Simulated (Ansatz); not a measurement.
The first iterations of a band of CH4OSSi (8 atoms, charge 0, multiplicity 1).

Theory: RKS B3LYP/STO-3G (Ansatz 0.2.0).

```yaml
movable_images: 7
climbing_image: yes
spring: 5.0 eV/Å²
optimiser: quadratic models (default)
start_path: IDPP
force_threshold: 0.05 eV/Å
iteration_limit: 60
end_points: relaxed
```

First end point:

```xyz
8
Properties=species:S:1:pos:R:3
O -1.165 0.417 -0.830
C -0.191 -0.200 -0.018
Si 1.053 0.685 0.929
S -0.694 -1.879 0.297
H -0.785 1.355 -1.004
H 1.518 1.665 -0.048
H 2.135 -0.278 1.061
H -1.871 -1.764 -0.388
```

Last end point:

```xyz
8
Properties=species:S:1:pos:R:3
O -1.328 0.664 -1.022
C -0.464 -0.094 -0.211
Si 0.815 0.623 0.840
S -1.202 -1.710 -0.044
H -0.846 1.566 -1.117
H 1.401 1.600 -0.076
H 1.800 -0.448 0.922
H -0.176 -2.200 0.708
```

| iteration | highest image above the first end (eV) | largest band force component (eV/Å) |
| --- | --- | --- |
| 1 | 0.475 | 0.987 |
| 2 | 0.477 | 1.174 |

Does the band converge within its limit, and where does its top end?

The run converged. It ended after 7 iterations with the highest image 0.358 eV above the first end. A vibrational analysis at the climbing image gives one clearly imaginary mode, 326i cm⁻¹: a first-order saddle point. Limits of this set-up: minimal basis.

Time of the run: 2.2 min on 1 thread of Arm Neoverse N1, with other jobs on the host, peak memory 0.092 GiB.
